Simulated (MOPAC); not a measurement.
Input file for MOPAC: PM6 on CF-, 2S+1 = 3, a spin state set in the input, which need not be the lowest, a point of a bond scan (R = 1.518 Å). Charge -1.

```
PM6 1SCF PRECISE CHARGE=-1 UHF MS=1 THREADS=1
CF

C      0.00000000 1     0.00000000 1     0.00000000 1
F      0.00000000 1     0.00000000 1     1.51788300 1
```

Program output:

```
*******************************************************************************
 **                                                                           **
 **                              MOPAC v23.2.5                                **
 **                                                                           **
 *******************************************************************************
 ** MOPAC's Digital Object Identifier: https://doi.org/10.5281/zenodo.6511958 **
 **                                                                           **
 ** Please cite the open-source release paper for use of this MOPAC version:  **
 ** J. E. Moussa and J. J. P. Stewart (2026)                                  **
 ** MOPAC: An open-source semiempirical molecular orbital program             **
 ** J. Open Source Softw., 11(119), 8025, https://doi.org/10.21105/joss.08025 **
 *******************************************************************************

                              PM6 CALCULATION RESULTS

 *******************************************************************************
 *  PM6        - The PM6 Hamiltonian to be used
 *  UHF        - UNRESTRICTED HARTREE-FOCK CALCULATION
 *
 *
 *
 *                 CHARGE ON SYSTEM = -1
 *
 *
 *
 *  MS=        - IN MECI, MAGNETIC COMPONENT OF SPIN =  1.0
 *  PRECISE    - TIGHTER CRITERIA TO BE USED
 *  1SCF       - DO 1 SCF AND THEN STOP
 *  THREADS=1  - MULTI-THREADING NOT USED
 *  T=         - A TIME OF 172800.0 SECONDS REQUESTED
 *  DUMP=N     - RESTART FILE WRITTEN EVERY 7200.0 SECONDS REQUESTED
 *******************************************************************************
PM6 1SCF PRECISE CHARGE=-1 UHF MS=1 THREADS=1
 CF

   ATOM   CHEMICAL          X               Y               Z
  NUMBER   SYMBOL      (ANGSTROMS)     (ANGSTROMS)     (ANGSTROMS)

     1       C          0.00000000  *   0.00000000  *   0.00000000  *
     2       F          0.00000000  *   0.00000000  *   1.51788300  *



          CARTESIAN COORDINATES

    NO.       ATOM           X           Y           Z

     1         C          0.0000      0.0000      0.0000
     2         F          0.0000      0.0000      1.5179

 General Reference for PM6:
 "Optimization of Parameters for Semiempirical Methods V: Modification of NDDO Approximations
 and Application to 70 Elements", J. J. P. Stewart, J. Mol. Mod., 13, 1173-1213 (2007)
 URL: https://link.springer.com/article/10.1007/s00894-007-0233-4

           Empirical Formula: C F  =     2 atoms



      MOLECULAR POINT GROUP   :   C*v


          UHF CALCULATION, NO. OF ALPHA ELECTRONS =    7
                           NO. OF BETA  ELECTRONS =    5

 -------------------------------------------------------------------------------
 PM6 1SCF PRECISE CHARGE=-1 UHF MS=1 THREADS=1
 CF



     1SCF WAS SPECIFIED, SO BFGS WAS NOT USED
     SCF FIELD WAS ACHIEVED


                              PM6 CALCULATION
                                                       MOPAC v23.2.5 Linux




          FINAL HEAT OF FORMATION =         55.46370 KCAL/MOL =     232.06013 KJ/MOL


          COSMO AREA              =         61.77 SQUARE ANGSTROMS
          COSMO VOLUME            =         43.69 CUBIC ANGSTROMS

          IONIZATION POTENTIAL    =          0.812319 EV
          ALPHA SOMO LUMO (EV)    =         -0.812 10.596
          BETA  SOMO LUMO (EV)    =         -4.026 10.497
          NO. OF ALPHA ELECTRONS  =          7
          NO. OF BETA  ELECTRONS  =          5
          MOLECULAR WEIGHT        =         31.0094         POINT GROUP:  C*v

          MOLECULAR DIMENSIONS (Angstroms)

            Atom       Atom       Distance
            F     2    C     1     1.51788
            F     2    C     1     0.00000
            C     1    F     2     0.00000


          SCF CALCULATIONS        =          1





   ATOM   CHEMICAL          X               Y               Z
  NUMBER   SYMBOL      (ANGSTROMS)     (ANGSTROMS)     (ANGSTROMS)

     1       C          0.00000000  *   0.00000000  *   0.00000000  *
     2       F          0.00000000  *   0.00000000  *   1.51788300  *

                             CARTESIAN COORDINATES

   1    C        0.000000000     0.000000000     0.000000000
   2    F        0.000000000     0.000000000     1.517883000


           Empirical Formula: C F  =     2 atoms



      MOLECULAR POINT GROUP   :   C*v


          ALPHA EIGENVALUES
 -30.71831  -9.75420  -7.64396  -7.64396  -5.02622  -0.81232  -0.81232  10.59575


           BETA EIGENVALUES
 -30.75763  -9.06381  -7.47272  -7.47272  -4.02626  10.49697  10.49697  11.66656


              NET ATOMIC CHARGES AND DIPOLE CONTRIBUTIONS

  ATOM NO.   TYPE          CHARGE      No. of ELECS.   s-Pop       p-Pop
    1          C          -0.472832        4.4728     1.90277     2.57006
    2          F          -0.527168        7.5272     1.98036     5.54681
 DIPOLE           X         Y         Z       TOTAL
 POINT-CHG.     0.000     0.000     0.623     0.623
 HYBRID         0.000     0.000     1.333     1.333
 SUM            0.000     0.000     1.956     1.956


          ATOMIC ORBITAL ELECTRON POPULATIONS

     Atom    s        px        py        pz
    1  C   1.90277   1.01377   1.01377   0.54253
    2  F   1.98036   1.98623   1.98623   1.57434


                    (SZ)    =    1.000000
                    (S**2)  =    2.003897


          ATOMIC ORBITAL SPIN POPULATIONS

    Atom   Total    s     px     py     pz
         Atomic
    1  C  2.0221 -0.004  0.986  0.986  0.053
    2  F -0.0221 -0.000  0.014  0.014 -0.049

 **********************
 *                    *
 * JOB ENDED NORMALLY *
 *                    *
 **********************




 == MOPAC DONE ==
```

The run finished.

Cost: very roughly 0.03 core-seconds.
